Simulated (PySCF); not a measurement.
Geometry:
| atom | x (Å) | y (Å) | z (Å) |
| --- | --- | --- | --- |
| C1 | -1.723 | -0.836 | -0.333 |
| C2 | -0.456 | -0.083 | -0.056 |
| C3 | 0.740 | -0.677 | -0.162 |
| C4 | 2.098 | -0.103 | 0.073 |
| F5 | 2.941 | -0.607 | -0.864 |
| F6 | 2.566 | -0.509 | 1.282 |
| C7 | -0.709 | 1.344 | 0.329 |
| F8 | 0.407 | 2.048 | 0.689 |
| H9 | -2.384 | -0.844 | 0.550 |
| H10 | -2.293 | -0.365 | -1.152 |
| H11 | -1.516 | -1.876 | -0.617 |
| H12 | 0.772 | -1.738 | -0.433 |
| H13 | 2.147 | 0.991 | 0.032 |
| H14 | -1.196 | 1.868 | -0.515 |
| H15 | -1.419 | 1.363 | 1.176 |

Computed data (PySCF): σ from GIAO-B97-2/pcSseg-1, PBE0-D3(BJ)/def2-SVP structure. Averaged over atoms made equivalent by symmetry, fast rotation or ring inversion, in vacuum, relativity neglected, one computed conformer.

Chemical shifts δ = σref − σ; ¹³C (σ = 183.69 ppm) and ¹H (σ = 31.38 ppm) vs TMS; ¹⁹F (σ = 178.12 ppm) against CFCl3, all at this level.

```json
{"atoms": "H9/H10/H11", "nucleus": "¹H", "count": "3", "δ (ppm)": "?"}
{"atoms": "H13", "nucleus": "¹H", "count": "1", "δ (ppm)": "?"}
{"atoms": "H14/H15", "nucleus": "¹H", "count": "2", "δ (ppm)": "5.01"}
{"atoms": "C7", "nucleus": "¹³C", "count": "1", "δ (ppm)": "86.9"}
{"atoms": "H12", "nucleus": "¹H", "count": "1", "δ (ppm)": "?"}
{"atoms": "F5/F6", "nucleus": "¹⁹F", "count": "2", "δ (ppm)": "-126.7"}
{"atoms": "C3", "nucleus": "¹³C", "count": "1", "δ (ppm)": "128.2"}
{"atoms": "F8", "nucleus": "¹⁹F", "count": "1", "δ (ppm)": "-242.2"}
{"atoms": "C4", "nucleus": "¹³C", "count": "1", "δ (ppm)": "112.0"}
{"atoms": "C2", "nucleus": "¹³C", "count": "1", "δ (ppm)": "142.1"}
{"atoms": "C1", "nucleus": "¹³C", "count": "1", "δ (ppm)": "21.1"}
```

Complete the table.

## Answers


- H13: 6.88 ppm, hydrogen on an allylic sp3 CH bonded to 2 F; its carbon carries F, hence the downfield position
- H12: 5.65 ppm, hydrogen on an alkene CH; attached to an sp2 carbon and in the plane of the double bond
- H9/H10/H11: 1.66 ppm, hydrogen on an allylic methyl carbon; allylic position

Shifts are as computed. Against solution values, carbons near 30 ppm lie about +1 ppm off and those near 130 ppm about +2 ppm. Of 1211 compounds with measured shifts, 218 miss one by over three times the rms of a fit or turn the order of signals round; such compounds aren't used in these exercises. Unscaled 19F shifts against computed CFCl3 carry errors that often reach 10 to 50 ppm.
